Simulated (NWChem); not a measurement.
System: C2H4BNO; SMILES B(N=C=O)C

```xyz
9

B     -0.5681    -1.1522     0.0002
H     -1.7618    -1.2683    -0.0012
C      0.3649    -2.4099     0.0001
H      0.1302    -3.0470     0.8654
H      1.4354    -2.1840     0.0100
H      0.1447    -3.0330    -0.8794
N     -0.0447     0.1691     0.0006
C      0.0018     1.3716     0.0001
O      0.1257     2.5424    -0.0002
```
Atoms are numbered in this order, from 1.

Results from NWChem. Pople sets run with spherical d functions. The geometry was optimised at B3LYP/6-31G* (spherical d).

Question: Order these by “highest occupied level (eV)”, lowest first: PBE/6-31+G*; PBE/STO-3G; PBE/3-21G.

Answer: PBE/6-31+G* (-6.86), PBE/3-21G (-6.45), PBE/STO-3G (-4.26)
